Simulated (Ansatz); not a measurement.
Input for Ansatz (an electronic-structure program): R-RI-MP2/aug-cc-pVTZ on C2H5Ga (SMILES C=[CH][GaH2]) with ghost functions. Files ending in .json are basis or fitting sets from the Basis Set Exchange. The run froze 16 orbitals, filled d shells among them.

Ansatz 0.2 input:
```yaml
crystal:
  periodic: [false, false, false]
  atoms:
    - {symbol: C, position_ang: [-2.09771241, 0.72574922, 0.84035237]}
    - {symbol: C, position_ang: [-0.80056510, 0.96829850, 0.63759021]}
    - {symbol: Ga, position_ang: [0.58591417, -0.44820562, 0.78712216]}
    - {symbol: H, position_ang: [-2.46736429, -0.27562250, 1.04768516]}
    - {symbol: H, position_ang: [-2.85899081, 1.50101804, 0.79122098]}
    - {symbol: H, position_ang: [-0.52258509, 1.99766768, 0.41582842]}
    - {symbol: H, position_ang: [0.04333480, -1.93381441, 0.80698346]}
    - {symbol: H, position_ang: [2.08954565, -0.13578614, 0.46329397]}
basis:
  gaussian:
    orbitals: aug-cc-pVTZ
    fitting: {mean_field: def2-universal-JKFIT, correlation: aug-cc-pVTZ-RIFIT.json}
    ghost_atoms:
      - {symbol: O, position_ang: [0.59464903, -0.22441224, 3.02114324]}
      - {symbol: H, position_ang: [-0.22889100, 0.26915628, 3.14754384]}
      - {symbol: H, position_ang: [0.48160009, -1.07547103, 3.46236789]}
magnetization: {spin_polarized: false}
correlation: {method: mp2, electrons: outside_noble_gas}
scf: {lower_state_search: off}
```

It printed:

```
WARN ansatz: RAYON_NUM_THREADS=1 ignored (pool sized by the plan → 1); use --threads N
Functional definition: HF
these checks for a lower state are left out or cut short: stability, starts, cluster_reference, orbital_swaps, neighbouring_geometries, increment
integrals: 0.59 GiB planned
619 factors; integrals over basis functions are off by at most 1.1e0 eV
mean field: 0.90 GiB planned
mean field evaluation 1: about -54472.0322 eV, gradient 3.2e1 eV
mean field evaluation 2: about -54474.2905 eV, gradient 1.5e1 eV
mean field evaluation 4: about -54474.8581 eV, gradient 6.8e-1 eV
mean field -54474.85935259 eV, -2001.9141568219 hartree, gradient 2.7e-6 eV, S^2 0.000000; 0 other end points of the search recorded, 0 dependent functions left out
16 core orbitals not correlated
831 factors; their error is unknown
reference -54474.85935259 eV, -2001.9141568219 hartree; 8, 8 occupied and 334, 334 virtual orbitals, 831 factors
second order -11.24608010 eV of doubles, -0.00000000 eV of singles
Total energy: -54486.10543269 eV, -2002.3274426425 hartree
Checks for a lower state left out: stability, starts, cluster_reference, orbital_swaps, neighbouring_geometries, increment
```

The calculation finished and met its thresholds.

Cost: around 8 core-seconds (rough).
